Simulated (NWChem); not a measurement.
System: C4H7O2S, doublet; SMILES O=S1(=O)[CH]CCC1

Here is an NWChem input.

```
start job
memory heap 200 mb stack 900 mb global 1100 mb
geometry units angstroms noautosym nocenter noautoz
  O      0.468456     1.198990     1.311317
  S     -0.020831     0.772840    -0.001188
  O     -0.385157     1.774032    -0.998120
  C     -1.292152    -0.412385     0.219985
  C     -0.795892    -1.801146     0.057324
  C      0.744857    -1.737079     0.044268
  C      1.132462    -0.451486    -0.670139
  H     -2.305120    -0.088661     0.464497
  H     -1.172949    -2.469015     0.850234
  H     -1.170302    -2.225607    -0.896715
  H      1.119031    -1.698330     1.079018
  H      1.186458    -2.620562    -0.438714
  H      0.955184    -0.488798    -1.755727
  H      2.149563    -0.090822    -0.466224
end
basis spherical
  O library pcj-1
  S library pcj-1
  C library pcj-1
  H library pcj-1
end
dft
  odft
  mult 2
  xc bhlyp
  iterations 150
  semidirect filesize 400000000
end
property
  hyperfine
end
task dft property
```

Structure relaxed at the PBE0/def2-SVP, spin-unrestricted level. Not confirmed as a minimum by frequencies. No stability test was run on the SCF state.

Fermi-contact couplings, non-relativistic, static geometry.

Atoms are numbered as in the input.

Question: What results follow from this input? (BHandHLYP/pcJ-1, spin-unrestricted, contact and dipolar terms.) Quantities: A(iso) 33S atom 2 (MHz); A(iso) 13C atom 4 (MHz); A(iso) 13C atom 5 (MHz); A(iso) 1H atom 8 (MHz); A(iso) 1H atom 9 (MHz); A(iso) 1H atom 10 (MHz); <S²>.

Answer: 
```json
{
  "A(iso) 33S atom 2 (MHz)": "-17.6",
  "A(iso) 13C atom 4 (MHz)": "125",
  "A(iso) 13C atom 5 (MHz)": "-40.1",
  "A(iso) 1H atom 8 (MHz)": "-76.7",
  "A(iso) 1H atom 9 (MHz)": "81.2",
  "A(iso) 1H atom 10 (MHz)": "145",
  "<S²>": "0.757"
}
```
